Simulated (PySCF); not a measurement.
Telling isomers of C$_{9}$H$_{10}$N$_{2}$ apart by NMR

Gas phase, non-relativistic Hamiltonian, one averaged value for each set of equivalent atoms, one conformer. Geometry: GFN2-xTB; GIAO PBE0/pcSseg-1 shieldings; PySCF.

Shifts are taken against calculated references (same method and geometry level): TMS for 1H, 13C. Where no couplings were computed, multiplicities follow the n + 1 count of equivalent neighbours, and m marks all less simple cases (inequivalent or close neighbours, rings, F or P nearby). Shifts are as computed. Against solution values, carbons near 30 ppm lie about +3 ppm off and those near 130 ppm about +5 ppm. Of 1211 compounds with measured shifts, 218 miss one by over three times the rms of a fit or turn the order of signals round; such compounds aren't used in these exercises.

(1) Tabulate the signals of `Cc1nn(C)c2ccccc12`, `C#CCn1ccc(C2CC2)n1` and their relative energies.

(2) What is the quickest way to tell Cc1nn(C)c2ccccc12 from C#CCn1ccc(C2CC2)n1?

Results:

(1) 
```tsv
SMILES	carbon types	δC	δH	E rel. (kcal/mol)
Cc1nn(C)c2ccccc12	3×C 4×CH 2×CH3	145.4, 143.5, 130.1, 130.0, 125.3, 124.2, 112.3, 36.9, 14.7	7.98 (d, 1H), 7.63 (m, 1H), 7.51 (m, 1H), 7.44 (m, 1H), 4.18 (s, 3H), 2.73 (s, 3H)	0.0
C#CCn1ccc(C2CC2)n1	2×C 4×CH 3×CH2	159.5, 133.3, 105.8, 84.6, 80.8, 43.2, 12.9, 12.0	7.58 (m, 1H), 5.89 (m, 1H), 5.00 (d, 2H), 2.10 (m, 1H), 1.85 (t, 1H), 0.96 (m, 2H), 0.52 (m, 2H)	79.7
```

Energies are electronic energies at PBE0/pcSseg-1 on these geometries, without zero-point or thermal terms, each for the one conformer computed, which needn't be the lowest.

(2) Count the carbon signals: 9 against 8. The first has a methyl carbon bonded to N (CH3) at 36.9 ppm, the second a propargylic sp3 CH2 bonded to N at 43.2 ppm. Their most deshielded carbons lie at 145.4 and 159.5 ppm. In the proton spectra the most deshielded non-exchanging signals are 7.98 (d, 1H) and 7.58 (m, 1H).
